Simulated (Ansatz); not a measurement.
Process, species as SMILES: C=CCCCCC [hept-1-ene] → C=CCC[CH]CC + H atom (the C-H bond at the site shown breaks; other sites are not compared here)
Geometries: B3LYP-D3(BJ)/def2-TZVP minima from Ansatz (a quantum-chemistry and plane-wave program), one conformer each, not searched for the lowest.

Quantity: bond dissociation energy (electronic energy difference), in kcal/mol. Correlated levels leave the core frozen unless marked. UHF or UKS for open shells. No spin-orbit coupling. Non-relativistic. Basis-set limits of correlation are two-point, X^-3; Hartree-Fock from the larger set. [CCSD(T)-MP2]/basis is that difference in the basis named.

```csv
level,program,bond dissociation energy (kcal/mol)
HSE06/def2-TZVPD,Ansatz,102.4
```

Problem. Predict the RI-MP2/CBS(cc-pVTZ,cc-pVQZ)+[CCSD(T)-MP2]/cc-pVTZ result (Ansatz).

Solution. 107.9 kcal/mol
